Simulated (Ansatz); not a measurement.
C₂₈H₂₆F₄O₃S⁺ (relaxed from a model of trityl norbornyl tetrafluoroethanesulfonate, whose bonding it doesn't keep). Total charge 1; doublet. Geometry PBE-D4/def2-SVP, that of the neutral singlet; atoms count from 1.

```xyz
62

O     0.032   -0.455    1.067
S     0.636   -0.403   -0.278
O     2.092   -0.393   -0.467
O    -0.091    0.744   -1.213
C    -0.088   -1.834   -1.306
F     0.052   -1.538   -2.610
F    -1.407   -1.905   -1.012
C     0.616   -3.194   -0.991
F     1.832   -3.146   -1.612
F    -0.134   -4.143   -1.645
C     0.791   -3.531    0.480
C    -0.538   -3.717    1.278
C    -0.329   -5.074    1.983
C     0.802   -4.925    3.029
C     2.090   -4.837    2.147
C     1.530   -4.884    0.708
C     0.366   -5.885    0.869
H     1.406   -2.709    0.898
H    -0.720   -2.874    1.973
H    -1.406   -3.775    0.592
H    -1.265   -5.503    2.390
H     0.656   -4.030    3.667
H     0.835   -5.803    3.704
H     2.686   -3.921    2.335
H     2.758   -5.704    2.324
H     2.286   -5.109   -0.067
H    -0.250   -5.999   -0.043
H     0.709   -6.886    1.202
C     3.544    3.209    1.028
C     2.506    2.743    1.849
C     1.255    2.431    1.298
C     1.025    2.590   -0.083
C    -0.286    2.129   -0.727
C    -1.517    2.184    0.187
C    -1.722    3.281    1.047
C    -2.895    3.381    1.808
C    -3.883    2.390    1.719
C    -3.686    1.298    0.859
C    -2.516    1.198    0.095
C    -0.624    2.914   -2.005
C    -0.700    4.319   -1.948
C    -1.045    5.060   -3.085
C    -1.321    4.407   -4.298
C    -1.244    3.009   -4.360
C    -0.897    2.263   -3.221
C     2.077    3.044   -0.902
C     3.326    3.354   -0.351
H     4.526    3.452    1.462
H     2.671    2.614    2.929
H     0.458    2.039    1.944
H    -0.953    4.063    1.135
H    -3.034    4.243    2.479
H    -4.802    2.466    2.319
H    -4.453    0.512    0.780
H    -2.371    0.338   -0.570
H    -0.476    4.843   -1.007
H    -1.095    6.158   -3.023
H    -1.592    4.989   -5.192
H    -1.451    2.486   -5.306
H    -0.827    1.169   -3.279
H     1.914    3.149   -1.984
H     4.138    3.707   -1.004
```

Single mean-field runs in def2-SVP are fitted with def2-universal-jkfit.

Estimate the Mulliken populations of the heavy atoms from the PBE0/def2-SVP orbitals of Ansatz.


```json
{"atom": "O1", "charge (e)": "-0.41", "spin (α − β)": "0.01"}
{"atom": "S2", "charge (e)": "0.93", "spin (α − β)": "0.00"}
{"atom": "O3", "charge (e)": "-0.39", "spin (α − β)": "0.00"}
{"atom": "O4", "charge (e)": "-0.49", "spin (α − β)": "0.00"}
{"atom": "C5", "charge (e)": "0.37", "spin (α − β)": "0.00"}
{"atom": "F6", "charge (e)": "-0.16", "spin (α − β)": "0.00"}
{"atom": "F7", "charge (e)": "-0.17", "spin (α − β)": "0.00"}
{"atom": "C8", "charge (e)": "0.42", "spin (α − β)": "0.00"}
{"atom": "F9", "charge (e)": "-0.20", "spin (α − β)": "0.00"}
{"atom": "F10", "charge (e)": "-0.21", "spin (α − β)": "0.00"}
{"atom": "C11", "charge (e)": "-0.23", "spin (α − β)": "0.00"}
{"atom": "C12", "charge (e)": "0.10", "spin (α − β)": "0.00"}
{"atom": "C13", "charge (e)": "-0.26", "spin (α − β)": "0.00"}
{"atom": "C14", "charge (e)": "0.01", "spin (α − β)": "0.00"}
{"atom": "C15", "charge (e)": "0.04", "spin (α − β)": "0.00"}
{"atom": "C16", "charge (e)": "-0.21", "spin (α − β)": "0.00"}
{"atom": "C17", "charge (e)": "0.05", "spin (α − β)": "0.00"}
{"atom": "C29", "charge (e)": "0.01", "spin (α − β)": "-0.02"}
{"atom": "C30", "charge (e)": "0.01", "spin (α − β)": "0.09"}
{"atom": "C31", "charge (e)": "-0.02", "spin (α − β)": "0.01"}
{"atom": "C32", "charge (e)": "-0.13", "spin (α − β)": "-0.01"}
{"atom": "C33", "charge (e)": "0.26", "spin (α − β)": "-0.03"}
{"atom": "C34", "charge (e)": "0.00", "spin (α − β)": "0.20"}
{"atom": "C35", "charge (e)": "-0.02", "spin (α − β)": "0.06"}
{"atom": "C36", "charge (e)": "-0.01", "spin (α − β)": "-0.04"}
{"atom": "C37", "charge (e)": "0.04", "spin (α − β)": "0.22"}
{"atom": "C38", "charge (e)": "-0.01", "spin (α − β)": "-0.03"}
{"atom": "C39", "charge (e)": "0.04", "spin (α − β)": "0.03"}
{"atom": "C40", "charge (e)": "-0.08", "spin (α − β)": "0.19"}
{"atom": "C41", "charge (e)": "0.02", "spin (α − β)": "0.12"}
{"atom": "C42", "charge (e)": "-0.02", "spin (α − β)": "-0.08"}
{"atom": "C43", "charge (e)": "0.04", "spin (α − β)": "0.20"}
{"atom": "C44", "charge (e)": "0.00", "spin (α − β)": "0.03"}
{"atom": "C45", "charge (e)": "0.03", "spin (α − β)": "-0.02"}
{"atom": "C46", "charge (e)": "0.03", "spin (α − β)": "0.08"}
{"atom": "C47", "charge (e)": "0.00", "spin (α − β)": "0.03"}
```
Mulliken values depend strongly on the basis.

Where does the spin sit?

Summed by element: O 0.01, S 0.00, C 1.03, F 0.00, H -0.04, of 1 unpaired in all. Largest on single atoms: C37 0.22, C43 0.20, C34 0.20.

And the Mayer bond orders between heavy atoms (over 0.3)?

O1–S2 1.66 (1.47 Å); S2–O3 1.74 (1.47 Å); S2–O4 0.88 (1.65 Å); S2–C5 0.72 (1.91 Å); O4–C33 0.86 (1.48 Å); C5–F6 1.09 (1.35 Å); C5–F7 1.05 (1.35 Å); C5–C8 0.90 (1.56 Å); C8–F9 1.07 (1.37 Å); C8–F10 1.05 (1.38 Å); C8–C11 0.99 (1.52 Å); C11–C12 0.99 (1.56 Å); C11–C16 0.98 (1.56 Å); C12–C13 1.03 (1.54 Å); C13–C14 1.04 (1.55 Å); C13–C17 0.98 (1.54 Å); C14–C15 1.07 (1.56 Å); C15–C16 1.05 (1.55 Å); C16–C17 0.98 (1.54 Å); C29–C30 1.37 (1.40 Å); C29–C47 1.40 (1.40 Å); C30–C31 1.35 (1.40 Å); C31–C32 1.41 (1.41 Å); C32–C33 0.98 (1.53 Å); C32–C46 1.36 (1.41 Å); C33–C34 0.96 (1.53 Å); C33–C40 0.94 (1.54 Å); C34–C35 1.28 (1.41 Å); C34–C39 1.30 (1.41 Å); C35–C36 1.45 (1.40 Å); C36–C37 1.32 (1.40 Å); C37–C38 1.31 (1.40 Å); C38–C39 1.45 (1.40 Å); C40–C41 1.27 (1.41 Å); C40–C45 1.35 (1.41 Å); C41–C42 1.44 (1.40 Å); C42–C43 1.35 (1.40 Å); C43–C44 1.29 (1.40 Å); C44–C45 1.43 (1.40 Å); C46–C47 1.36 (1.40 Å).
